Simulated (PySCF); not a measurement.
Coordinates in bohr (charge 0 multiplicity 1):
```
V     0.0000    0.0000    0.9750
N     0.0000    0.0000    3.7952
Br    4.0855    0.0000   -0.6534
Br   -4.0855    0.0000   -0.6534
```

All numbers come from PySCF, PBE0, basis V def2-SVP, N def2-SVP, Br def2-SVP (no relativity, density fitting).

This geometry of VNBr₂ is a stationary point at this level.

What is the point group?

C2v.

Is it a minimum?

No: it has 1 imaginary mode, at 52i cm⁻¹ (b1).

List the harmonic modes with their infrared intensities.


```
symmetry  ω (cm⁻¹)  IR (km/mol)     type
      b1       52i            –     bend
      a1        92          0.7     bend
      b2       238          8.4     bend
      a1       261          6.8    mixed
      b2       446          105    mixed
      a1      1285          104  stretch
```

What are the dipole moment and the gap between the highest occupied and lowest empty levels?

0.57 D and 3.88 eV.

In C2v the vibrations span b1 + 3a1 + 2b2. Here b1 is antisymmetric to the molecular plane and b2 lies in it.

Stability towards spin polarisation was not tested. Only a few start shapes were tried, so a lower isomer may exist.
